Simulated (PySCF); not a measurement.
Question: What does the PBE0-D3(BJ)/def2-SVP structure of `C(C(F)F)#CC#N` look like in three dimensions?

Answer: 
```xyz
8
C4HF2N angstrom
N      3.327    0.181    1.623
C      2.282    0.121    1.119
C      1.045    0.054    0.520
C     -0.044   -0.004   -0.009
C     -1.336   -0.058   -0.711
F     -2.212    0.781   -0.133
F     -1.834   -1.305   -0.660
H     -1.214    0.232   -1.770
```

Orientation and origin are arbitrary. Atoms count from 1 in this order. The C–C distances run from 1.213 Å (C3≡C4, drawn triple) to 1.471 Å (C4–C5, drawn single), a spread of 0.258 Å.

Bonds between heavy atoms (Å): N1≡C2 1.162, C2–C3 1.376, C3≡C4 1.213, C4–C5 1.471, C5–F6 1.344, C5–F7 1.344.

Level of theory: PBE0-D3(BJ)/def2-SVP geometry optimisation, gas phase (PySCF 2.14.0).

Point group: Cs (every atom within 0.08 Å of its image). No PBE0-D3(BJ)/def2-SVP frequencies stand behind this structure, so it isn't proved a minimum.
